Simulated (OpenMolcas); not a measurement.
4d3 along the 39-electron sequence

```yaml
Program: OpenMolcas
Method: MS-CASPT2, IPEA 0.25 Eh, imaginary shift 0.1 Eh
Basis: ANO-RCC-VQZP
Scalar_Hamiltonian: DKH2, point nucleus
Spin-orbit_coupling: RASSI with atomic mean-field integrals over the reference wave functions, term energies averaged over their components
```

Active space for each ion: 3 electrons in 10 orbitals (4d 5d); closed shells correlated by CASPT2: 4s 4p.

Computed levels in cm-1 above 4F 3/2:

| Level | Tc4+ | Ru5+ | Rh6+ | Pd7+ |
| --- | --- | --- | --- | --- |
| 4F 5/2 | 1039 | 1388 | 1809 | 2320 |
| 4F 7/2 | 2320 | 3070 | 3950 | 4990 |
| 4F 9/2 | 3760 | 4910 | 6210 | 7740 |
| 4P 3/2 | 12030 | 13610 | 14780 | 16280 |
| 4P 1/2 | 12090 | 13740 | 15030 | 16710 |
| 2G 7/2 | 13620 | 15770 | 17580 | 19860 |
| 4P 5/2 | 13780 | 15930 | 17820 | 20220 |
| 2G 9/2 | 14530 | 16840 | 18790 | 21160 |
| 2P 1/2 | 17060 | 20050 | 22600 | 25590 |
| weight of 4F in the lowest level (%) | 99 | 98 | 97 | 97 |

Mixed levels, with the weight of the term that names them: Ru5+ 2G 9/2 (75 %), Rh6+ 2G 9/2 (68 %), Pd7+ 4P 3/2 (74 %), Pd7+ 2G 9/2 (62 %).

The fine-structure level 4F 9/2 changes by a factor of 2.06 from Tc4+ to Pd7+. Its fourth root runs 7.83, 8.37, 8.88, 9.38, with steps per unit of Z of 0.54, 0.51, 0.50; equal steps would mean a (Z - σ)^4 law with constant σ.

4P 3/2 changes by a factor of 1.35 over the same range, with steps per unit of Z of +1580, +1170, +1500 cm-1.

Term energies are means over components that CASPT2 splits; among the terms shown or strongly mixed into the levels shown the widest spread is 1100 cm-1 (4d3 4F, Pd7+). Active for correlation alone: 5d; no level in the range computed is led by a configuration that fills it, so any true level of that kind is missing. Levels of configurations outside the active space are missing.
